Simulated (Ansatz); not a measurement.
Consider the ligand exchange at the Si–C bond: `Cl[SiH2]CBr` + `N=CO` → `O/C=N/[SiH2]Cl` + `CBr`.

Calculated with Ansatz (gas phase, PBE0-D4/def2-TZVP geometries, no zero-point term in ΔE). CBS: MP2 limit from def2 TZ/QZ plus the TZ coupled-cluster correction, frozen cores. This one scheme is used for every species. Functionals use def2-TZVPP. For Br outer-core shells are correlated without core-valence functions, which leaves a few kJ/mol of doubt a bond. Scalar relativity is left out up to krypton. One conformer a species, not always the lowest.

`Cl[SiH2]CBr`:

Z-matrix (Å, degrees):
```
Si
C 1 1.871
Cl 1 2.048 2 109.7
H 1 1.484 2 108.9 3 -118.0
H 1 1.479 2 110.3 3 120.0
Br 2 1.941 1 110.5 3 -65.6
H 2 1.091 1 111.0 3 175.9
H 2 1.089 1 112.1 3 53.8
```

`N=CO`:

Cartesian coordinates in Å:
```
N 0.524 0.143 0.883
C -0.016 0.179 -0.252
O -0.823 -0.792 -0.687
H 1.102 0.961 1.044
H 0.085 0.960 -1.010
H -0.872 -1.450 0.022
```

`O/C=N/[SiH2]Cl`:

Cartesian coordinates in Å:
```
O 2.024 -0.345 1.353
C 0.789 -0.331 0.857
N 0.485 0.241 -0.219
Si -1.045 0.340 -0.970
Cl -2.519 -0.636 0.104
H 2.584 0.150 0.737
H 0.108 -0.878 1.515
H -1.448 1.758 -1.076
H -0.978 -0.299 -2.302
```

`CBr`:

Cartesian coordinates in Å:
```
C 0.072 -0.159 -0.064
Br -0.675 1.495 0.603
H 1.146 -0.130 0.095
H -0.162 -0.229 -1.122
H -0.380 -0.977 0.489
```

Is it downhill or uphill in electronic energy at CCSD(T)/CBS, and by how much? (Best estimate.)

The calculation gave: Downhill: ΔE = -66.8 kJ/mol.

What do these levels give: PBE-D4, r2SCAN-D4, ωB97X-V, PBE0, HF/def2-TZVPP, MP2/def2-TZVPP, CCSD/def2-TZVPP, CCSD(T)/def2-TZVPP, MP2/def2-QZVPP, SCS-MP2/def2-QZVPP, MP2/CBS(def2), CCSD/CBS(def2)? (Best estimate.)

The calculation gave: PBE-D4 -66.1, r2SCAN-D4 -72.4, ωB97X-V -69.7, PBE0 -69.2, HF/def2-TZVPP -83.2, MP2/def2-TZVPP -70.6, CCSD/def2-TZVPP -68.6, CCSD(T)/def2-TZVPP -67.7, MP2/def2-QZVPP -70.3, SCS-MP2/def2-QZVPP -71.2, MP2/CBS(def2) -69.8, CCSD/CBS(def2) -67.7 kJ/mol.

Largest T1 diagnostic among the species: 0.014.

In def2-TZVPP, CCSD(T) changes the Hartree–Fock value by +15.5 kJ/mol (the triples alone add +0.9 kJ/mol) and MP2 by +12.6 kJ/mol.
